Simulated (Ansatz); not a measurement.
```yaml
atoms:
  - { symbol: N, position_ang: [0.0000, 0.0000, -0.6149] }
  - { symbol: N, position_ang: [0.0000, 0.0000, 0.6149] }
```

Basis set: 6-31G (spherical functions). Left uncorrelated: 2 orbitals. Charge 0, multiplicity 1.

Computed with Ansatz (development build ahead of 0.2.0); the reference of a correlated method needn't be the lowest determinant of its kind. Restricted open shells among the atoms or ions are ROHF, correlated in semicanonical orbitals with singles.

(1) Give the atomization energy at this shape (free ground-state atoms in the same class of orbitals less the molecule, no zero-point energy) of singlet N₂ by RHF-CCSD(T), UHF-CCSD(T).

Answers

(1)

```tsv
method	atomization energy
RHF-CCSD(T)	6.79 eV
UHF-CCSD(T)	6.72 eV
```

Caution: the program doubts this total; the reference determinant was not shown to be the lowest; the shape is not the minimum. Caution for RHF-CCSD(T): an unrestricted determinant lies well below. Caution for UHF-CCSD(T): another reference gives a lower total; the unrestricted determinant is spin contaminated.

This basis has no polarisation functions and is too small for such energies, which can lie far from measured ones in either direction.
